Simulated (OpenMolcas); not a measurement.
# Multiplet structure of Ca+

```yaml
Program: OpenMolcas 26.06
Method: "SS-CASPT2, IPEA 0.25 Eh, imaginary shift 0.1 Eh (closed shells correlated: 3s 3p)"
Basis: ANO-RCC-VQZP [7s6p3d2f1g]
Scalar_Hamiltonian: DKH2, point nucleus
Active_space: 1 electron in 4 orbitals (4s 4p)
State_averaging: 2S+1 = 2 even, 1 root; 2S+1 = 2 odd, 3 roots
Spin-orbit_coupling: state interaction with AMFI integrals over the reference wave functions, term energies averaged over their components
```

With spin-orbit coupling, above the lowest level:

```
Configuration  Term    J  E (cm-1)  Measured (cm-1)      g  Term weight %
           4s    2S  1/2       0.0              0.0  2.002            100
           4p   2P*  1/2     25211            25192  0.666            100
           4p   2P*  3/2     25371            25414  1.334            100
```

Against the 2 measured excited levels shown (NIST Handbook of Basic Atomic Spectroscopic Data) the mean absolute deviation is 32 cm-1; the largest miss in energy is 4p 2P* 3/2: computed 25371, measured 25414 cm-1 (-0.2 %).

ANO sets are built for ground and valence states and can reach diffuse excited orbitals poorly. With one active electron, CASPT2 adds the correlation within the correlated inactive shells and between them and that electron, and leaves the splitting within a term as the reference gives it. Computed and measured levels are paired by configuration, term and J; levels that our copy of the source lacks, or whose pairing is in doubt (as where it misses far off the trend of its configuration), stay unpaired and out of the deviations. Levels of configurations outside the active space are missing.

The term weight is that of the spin-free term in the level, not the purity of its configuration. * marks odd parity.
